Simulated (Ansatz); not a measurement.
iminoborane (SMILES B=N) moved off its minimum; all values from Ansatz (an electronic-structure program), cores frozen in correlated methods.
(charge 0, multiplicity 1)
```xyz
4

B      0.0075     0.0807    -0.5843
N      0.0102    -0.0639     0.5721
H     -0.1063    -0.0327    -1.8110
H      0.1084    -0.0945     1.6137
```

| level | largest force (eV/Å) | on atom | rms difference from CCSD(T)/aug-cc-pVTZ (eV/Å) | dipole (D) |
|---|---|---|---|---|
| HF/def2-TZVPP | 9.57 | N2 | 0.735 | 0.28 |
| PBE/def2-TZVPP | 10.28 | N2 | 0.230 | 0.51 |
| r2SCAN/def2-TZVPP | 10.05 | N2 | 0.331 | 0.43 |
| B3LYP/def2-TZVPP | 9.79 | N2 | 0.427 | 0.41 |
| wB97M-V/def2-TZVPP | 9.86 | N2 | 0.402 | 0.41 |
| MP2/aug-cc-pVTZ | 10.99 | N2 | 0.084 | 0.43 |
| CCSD(T)/aug-cc-pVTZ | 10.86 | N2 | 0.000 | 0.42 |

The differences count from one level among others, with limits of its own. Forces at CCSD(T)/aug-cc-pVTZ (eV/Å):

| atom | Fx | Fy | Fz |
|---|---|---|---|
| B1 | -0.473 | 0.201 | -9.920 |
| N2 | 0.504 | -0.719 | 10.822 |
| H3 | 0.260 | 0.474 | 1.453 |
| H4 | -0.290 | 0.044 | -2.355 |
